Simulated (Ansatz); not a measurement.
`[CH3][AlH][S][GeH3]` and `[CH3][AlH][S][SiH3]` differ in one atom or group.

Ansatz, PBE0-D4/def2-TZVP geometries, multiplicity 1. Each molecule was computed in one conformer, which needn't be the lowest.

Scalar relativity is left out up to krypton.

```json
{"property": "HOMO energy (PBE0/def2-TZVPP) / eV", "`[CH3][AlH][S][GeH3]`": "-7.49"}
{"property": "LUMO energy (ωB97M-V/def2-TZVPP) / eV", "`[CH3][AlH][S][GeH3]`": "0.57"}
{"property": "HOMO–LUMO gap (PBE/def2-TZVPP) / eV", "`[CH3][AlH][S][GeH3]`": "4.56"}
{"property": "size of the dipole moment (ωB97M-V/def2-TZVPP) / D", "`[CH3][AlH][S][GeH3]`": "1.80"}
{"property": "size of the dipole moment (PBE/def2-TZVPP) / D", "`[CH3][AlH][S][GeH3]`": "1.75"}
{"property": "HOMO energy (PBE/def2-TZVPP) / eV", "`[CH3][AlH][S][GeH3]`": "-6.34"}
```

**Question.** Give the same properties after the change, and the shifts. (Best estimate.)

**Answer.** Computed: 
```csv
property,`[CH3][AlH][S][SiH3]`,shift
HOMO energy (PBE0/def2-TZVPP) / eV,-7.63,-0.14
LUMO energy (ωB97M-V/def2-TZVPP) / eV,0.47,-0.10
HOMO–LUMO gap (PBE/def2-TZVPP) / eV,4.58,0.02
size of the dipole moment (ωB97M-V/def2-TZVPP) / D,1.62,-0.18
size of the dipole moment (PBE/def2-TZVPP) / D,1.58,-0.17
HOMO energy (PBE/def2-TZVPP) / eV,-6.48,-0.14
```

Dipoles are sizes alone; their direction can turn.
